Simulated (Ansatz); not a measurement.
K3I2⁺, relaxed as a singlet with RKS r2SCAN-D4/def2-SVP in Ansatz, starting from the GFN1-xTB geometry. Force threshold 0.02 eV/Å.

In the def2 sets I takes a core potential; there is no spin–orbit coupling. Another isomer (singlet) lies 0.35 eV lower at PBE0-D4/def2-TZVP; other spin states weren't run for this one.

Start:

```xyz
5

K     3.5181   -2.7443   -2.1772
K     0.0889    0.1550    0.0143
K    -4.6212    1.2800    1.4893
I     2.6805    0.2811   -1.8875
I    -1.6664    1.0281    2.5611
```

| step | energy (eV) | largest force component (eV/Å) | SCF passes |
| --- | --- | --- | --- |
| 1 | -65175.4094 | 0.187 | 14 |
| 2 | -65175.5138 | 0.125 | 16 |
| 3 | -65175.6110 | 0.092 | 17 |
| 4 | -65175.6840 | 0.070 | 15 |
| 5 | -65175.7363 | 0.061 | 16 |
| 6 | -65175.7741 | 0.056 | 16 |
| 7 | -65175.7955 | 0.038 | 16 |
| 8 | -65175.8081 | 0.051 | 16 |
| 9 | -65175.8144 | 0.091 | 16 |
| 10 | -65175.8192 | 0.078 | 16 |
| 11 | -65175.8270 | 0.035 | 15 |
| 12 | -65175.8310 | 0.025 | 15 |
| 13 | -65175.8321 | 0.043 | 15 |
| 14 | -65175.8332 | 0.026 | 15 |
| 15 | -65175.8340 | 0.002 | 16 |
| 16 | -65175.8347 | 0.004 | 14 |
| 17 | -65175.8352 | 0.017 | 14 |

Force components are those of the run's own axes.

End:

```xyz
5

K     5.2764   -2.2744   -3.0277
K     0.0170    0.0256    0.0108
K    -5.2973    2.2423    3.0157
I     2.6981   -1.1683   -1.5056
I    -2.6943    1.1748    1.5068
```

By distances, no bond broke or formed. The bond that changes most is K2–I5, from 3.21 to 3.30 Å (atoms count from 1).

The force fell under the threshold at step 15, but the optimiser went on. No frequencies were taken in this run, so the end may be a saddle point.

Hardware: 4 threads of Intel Xeon on a shared host. Wall time 83 s.
